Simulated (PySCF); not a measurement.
**`CO[C@H]1OC[C@H](F)C1=O`, C$_{5}$H$_{7}$FO$_{3}$**

Geometry (Å), atoms numbered from 1 in this order:
```xyz
16

C     2.4602    0.0206   -0.2146
O     1.1389   -0.3738   -0.5388
C     0.3308   -0.5948    0.5807
O    -0.0145    0.5810    1.2533
C    -1.1248    1.1717    0.5914
C    -1.9582    0.0250    0.0185
F    -3.0598   -0.2404    0.7969
C    -0.9907   -1.1684    0.0474
O    -1.2181   -2.2924   -0.2673
H     2.4575    0.9316    0.3898
H     2.9569    0.2024   -1.1647
H     2.9771   -0.7751    0.3316
H     0.8219   -1.2615    1.3047
H    -1.6784    1.7456    1.3352
H    -0.7774    1.8313   -0.2123
H    -2.3293    0.2061   -0.9958
```

Level of theory: TDDFT PBE0/def2-SVPD circular dichroism and optical rotation, one conformer, gas phase (PySCF). Geometry: GFN2-xTB.

The molecule is flexible and this is one conformer; a measurement averages over conformers. States above about 7.7 eV (minus the energy of the highest occupied orbital) lie near or above the ionisation threshold and depend on the basis.

Problem. Draw the ECD and absorption spectra from the lowest 8 states, each a Gaussian of half-width 0.3 eV at 1/e height.

Solution. 
| E (eV) | λ (nm) | Δε (L mol⁻¹ cm⁻¹) | ε (L mol⁻¹ cm⁻¹) |
| --- | --- | --- | --- |
| 3.25 | 382 | -0.11 | 1.75 |
| 3.40 | 365 | -0.44 | 7.2 |
| 3.55 | 350 | -1.10 | 18 |
| 3.70 | 335 | -1.67 | 27.3 |
| 3.85 | 322 | -1.53 | 25.1 |
| 4.00 | 310 | -0.86 | 14 |
| 4.15 | 299 | -0.29 | 4.74 |
| 4.30 | 289 | -0.06 | 0.974 |
| 4.45 | 279 | -0.01 | 0.13 |
| 4.60 | 270 | 0.00 | 0.141 |
| 4.75 | 261 | +0.02 | 1.27 |
| 4.90 | 253 | +0.15 | 7.5 |
| 5.05 | 246 | +0.54 | 27.2 |
| 5.20 | 239 | +1.27 | 62 |
| 5.35 | 232 | +2.04 | 93.4 |
| 5.50 | 226 | +2.41 | 100 |
| 5.65 | 220 | +2.16 | 81.5 |
| 5.80 | 214 | +1.40 | 49.4 |
| 5.95 | 209 | +0.61 | 21 |
| 6.10 | 203 | +0.17 | 8.43 |
| 6.25 | 198 | +0.08 | 16.1 |
| 6.40 | 194 | +0.16 | 49 |
| 6.55 | 189 | +0.31 | 97.2 |
| 6.70 | 185 | +0.35 | 129 |
| 6.85 | 181 | -0.08 | 152 |
| 7.00 | 177 | -1.57 | 230 |
| 7.15 | 173 | -4.12 | 347 |
| 7.30 | 170 | -6.04 | 377 |
| 7.45 | 167 | -6.33 | 291 |
| 7.60 | 163 | -6.24 | 193 |

Δε uses R in velocity form, ε uses f in length form. Only the states computed contribute, so the short-wavelength end is incomplete.
